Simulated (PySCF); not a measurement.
CClF, singlet, geometry from GFN2-xTB. Base run: B3LYP/6-31G (PySCF).

PySCF was given this input:
```python
from pyscf import gto, scf, dft

mol = gto.Mole()
mol.atom = '''
    F    -1.463484   -0.307121    0.002760
    C    -0.539858    0.635983    0.028545
    Cl    0.965324   -0.061871   -0.011536
'''
mol.basis = '6-31g'
mol.charge = 0
mol.spin = 0
mol.verbose = 4
mol.symmetry = True
mol.build()

mf = dft.RKS(mol)
mf.xc = 'b3lyp'
mf.kernel()
mf.analyze()
```

Variants of this job, named by their change:

```
change                    ΔE vs base (eV)  point group used  SCF cycles
------------------------  ---------------  ----------------  ----------
base                                 0.00                Cs           9
irrep_nelec = A':24 A":8             6.54                Cs          10
symmetry = off                       0.00                C1           9
irrep_nelec = A':28 A":4            24.46                Cs          12
```
